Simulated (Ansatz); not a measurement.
One change: `OC1=CCO1` becomes `BC1=CCO1`.

Ansatz, PBE0-D4/def2-TZVP geometries, multiplicity 1. Each molecule was computed in one conformer, which needn't be the lowest.

```
                                          property  `OC1=CCO1`
               HOMO energy (B3LYP/def2-TZVPP) / eV       -5.99
               LUMO energy (B3LYP/def2-TZVPP) / eV        0.64
    size of the dipole moment (PBE/def2-TZVPP) / D        0.68
size of the dipole moment (ωB97M-V/def2-TZVPP) / D        0.61
             HOMO–LUMO gap (B3LYP/def2-TZVPP) / eV        6.63
    zero-point energy (PBE0-D4/def2-TZVP) / kJ/mol       178.3
```

(1) Give the same properties after the change, and the shifts. (Best estimate.)

Results:

(1) Computed: 
```csv
property,`BC1=CCO1`,shift
HOMO energy (B3LYP/def2-TZVPP) / eV,-6.83,-0.84
LUMO energy (B3LYP/def2-TZVPP) / eV,-2.48,-3.12
size of the dipole moment (PBE/def2-TZVPP) / D,2.35,1.67
size of the dipole moment (ωB97M-V/def2-TZVPP) / D,2.22,1.61
HOMO–LUMO gap (B3LYP/def2-TZVPP) / eV,4.35,-2.28
zero-point energy (PBE0-D4/def2-TZVP) / kJ/mol,193.7,15.4
```

With PBE0 the HOMO falls by 0.85 eV and the LUMO falls by 3.35 eV, so the gap narrows by about 2.50 eV. PBE moves the HOMO by -0.92 eV and ωB97M-V by -0.82 eV. The zero-point energy changes by 15.4 kJ/mol with +3 modes. Dipoles are sizes alone; their direction can turn.

B3LYP here is the variant with VWN-RPA as its local correlation; programs differ in this.
